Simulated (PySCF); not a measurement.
# V²⁺ (vanadium, charge +2): LDA calculation

Configuration: [Ar] 3d3, high-spin 4F determinant. Calculation: PySCF 2.14, in def2-SVP; the non-relativistic Hamiltonian (point nucleus).

```
Total energy                                     : -940.784 hartree
One-electron energy                              : -1279.946 hartree
Hartree (Coulomb) energy                         : 381.809 hartree
Exchange-correlation energy                      : -42.646 hartree
Kinetic energy                                   : 941.36792 hartree
⟨S²⟩                                             : 3.7501
⟨L²⟩                                             : 12.001
Sum of ⟨r⟩                                       : 14.34 bohr
Sum of ⟨r²⟩                                      : 16.65 bohr²
Density at the nucleus (Gaussians lack the cusp) : 7680 bohr⁻³
Spin density at the nucleus                      : 0.0452 bohr⁻³
Langevin diamagnetic susceptibility              : -13.2 ×10⁻⁶ cm³/mol
Time after the integrals                         : 0.18 s of wall time on 1 thread of Neoverse-V2 (shared host)
```

| shell | electrons | mean orbital energy (hartree) | rms radius, mean of both spins (bohr) |
| --- | --- | --- | --- |
| 1s α | 1 | -195.80894 | 0.0777 |
| 1s β | 1 | -195.80835 | 0.0777 |
| 2s α | 1 | -22.43790 | 0.338 |
| 2s β | 1 | -22.39847 | 0.338 |
| 2p α | 3 | -19.06267 | 0.305 |
| 2p β | 3 | -19.03187 | 0.305 |
| 3s α | 1 | -3.17855 | 1.03 |
| 3s β | 1 | -3.07518 | 1.03 |
| 3p α | 3 | -2.26085 | 1.11 |
| 3p β | 3 | -2.15940 | 1.11 |
| 3d α | 3 | -0.83988 | 1.45 |
